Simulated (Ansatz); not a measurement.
Basis-set series for CH$_{5}$FO$_{2}$Si (`OC(F)O[SiH3]`). Charge 0, multiplicity 1. The geometry is a stationary point of PBE0-D4/def2-TZVP. It is one conformer, not always the lowest.

| functional | basis | functions | energy (Eh) | HOMO (eV) | LUMO (eV) |
| --- | --- | --- | --- | --- | --- |
| PBE0-D4 | def2-SVP | 99 | -580.19738 | -8.99 | 0.67 |
| PBE0-D4 | def2-QZVPP | 448 | -580.67878 | -9.12 | -0.04 |
| ωB97M-V | def2-SVP | 99 | -580.49948 | -11.29 | 2.62 |
| ωB97M-V | def2-QZVPP | 448 | -580.98859 | -11.46 | 1.36 |

Q: Give the rows for def2-TZVPP. (Best estimate.)

A: Ansatz gave: 
| functional | basis | functions | energy (Eh) | HOMO (eV) | LUMO (eV) |
| --- | --- | --- | --- | --- | --- |
| PBE0-D4 | def2-TZVPP | 236 | -580.65291 | -9.09 | 0.15 |
| ωB97M-V | def2-TZVPP | 236 | -580.96433 | -11.43 | 1.81 |

Positive LUMOs are unbound and depend on the basis.
